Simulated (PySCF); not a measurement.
C3H6Cl2Si.
Cartesian coordinates in Å at the GFN2-xTB level; atoms count from 1:
```xyz
12
C3H6Cl2Si angstrom
Cl    -1.504   -2.215   -0.857
C     -1.169   -0.471   -0.704
Cl    -2.742    0.389   -0.527
C     -0.267   -0.196    0.441
C      0.440    1.170    0.434
Si     1.618   -0.281    0.226
H     -0.754   -0.142   -1.658
H     -0.706   -0.483    1.390
H      0.204    1.806   -0.408
H      0.391    1.720    1.363
H      2.378   -0.721    1.377
H      2.115   -0.575   -1.103
```

Definitions: NICS(0) = −σiso at the ring centroid; NICS(1) = −σiso and NICS(1)zz = −σzz at ±1 Å along the ring normal z. Level: GIAO PBE0/pcSseg-1 (PySCF, non-relativistic, gas phase) on the GFN2-xTB geometry, one conformer.

Ring bond lengths (Å), with Mayer bond orders in brackets: C4–C5 1.538 (0.87), C5–Si6 1.880 (0.96), Si6–C4 1.899 (0.87).

Question: Give the NICS values of each ring in ppm.

Answer: 
| ring | type | NICS(0) | NICS(1), two faces | NICS(1)zz, two faces | rms pucker (Å) | centre to ring atoms, mean (Å) |
| --- | --- | --- | --- | --- | --- | --- |
| C4–C5–Si6 | 3-membered ring with Si; formal bonds all single | -27.3 | -7.8 / -8.7 | -13.9 / -17.9 | 0.00 | 1.02 |

Question: What can be read from them?

Answer: 
- C4–C5–Si6: mean NICS(1)zz -15.9 ppm, shielded. C4, C5, Si6 have four or more neighbours, so the value isn't read as a sign of a π ring current. The two faces differ by 4.0 ppm, so no symmetry operation interchanges them. NICS(0) lies 19 ppm below the mean NICS(1).

Question: List the ring angles and the Hirshfeld charges of the ring atoms.

Answer: 
- C4–C5–Si6: C4 65.3° (-0.133 e), C5 66.6° (-0.164 e), Si6 48.0° (+0.321 e); sum 180.0° against 180° for a flat convex ring.

Question: What are the shieldings of the ring atoms and their hydrogens in the same run (means over atoms taken as equivalent)?

Answer: 
| atoms | environment | σ isotropic (ppm) | principal values of the symmetric part, first atom (ppm) |
| --- | --- | --- | --- |
| C4 | sp3 carbon bound to silicon | 160.0 | 123.6, 152.7, 203.6 |
| C5 | sp3 carbon bound to silicon | 181.3 | 155.6, 186.9, 201.5 |
| Si6 | SiH2 silicon | 482.5 | 386.9, 400.8, 659.6 |
| H8 | methine hydrogen | 29.79 | 24.8, 29.2, 35.4 |
| H9 | methylene hydrogen | 31.04 | 25.8, 28.8, 38.5 |
| H10 | methylene hydrogen | 30.59 | 25.2, 26.2, 40.4 |
| H11 | Si–H hydrogen | 28.79 | 23.7, 25.7, 37.0 |
| H12 | Si–H hydrogen | 28.98 | 23.9, 27.3, 35.7 |

The run took 33 s of wall time on an x86-64 server with one thread (shared host). This is the whole shielding run at PBE0/pcSseg-1, SCF included.
